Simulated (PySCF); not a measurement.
# Stretching SbI

Set-up: Sb def2-TZVPP with ECP28, I def2-TZVPP with ECP28; scalar-relativistic core potentials (PySCF 2.14). Energies in eV from Sb + I in their ground configurations at the same level. State: ³Σ⁻ (triplet), unpaired electrons π ↑↑.

All columns are revPBE. A positive dipole means Sb(−)I(+).

```tsv
R (Å)	E (eV)	μ (D)	Mulliken charge on Sb (basis-dependent)	HOMO (eV)	LUMO (eV)	Mayer bond order	⟨S²⟩
2.317	-1.124	0.29	0.13	-4.62	-3.28	1.43	2.00
2.425	-1.805	-0.14	0.15	-4.77	-3.41	1.38	2.00
2.532	-2.181	-0.57	0.16	-4.93	-3.53	1.33	2.00
2.613	-2.323	-0.90	0.17	-5.04	-3.61	1.30	2.00
2.694	-2.378	-1.23	0.18	-5.15	-3.70	1.27	2.00
2.775	-2.368	-1.55	0.19	-5.25	-3.78	1.23	2.01
2.883	-2.284	-1.98	0.20	-5.38	-3.88	1.19	2.01
3.017	-2.107	-2.48	0.22	-5.52	-4.00	1.14	2.01
3.179	-1.839	-3.05	0.24	-5.66	-4.22	1.09	2.02
3.394	-1.458	-3.70	0.26	-5.77	-4.68	1.01	2.04
```

A fit through these points gives, at Re = 2.719 Å, μ = -1.33 D and dμ/dR = -4.02 D/Å; the reduced mass is 61.92 u.

Task: How strong is the fundamental in the double-harmonic approximation, I = 42.26·(dμ/dR)²/μred km/mol?

Result: I = 42.26·(-4.02)²/61.92 = 11.0 km/mol at revPBE.

Spin–orbit coupling is left out, which matters for elements this heavy, above all for dissociation energies. The state was picked by a PBE0 search and need not be the measured ground state.
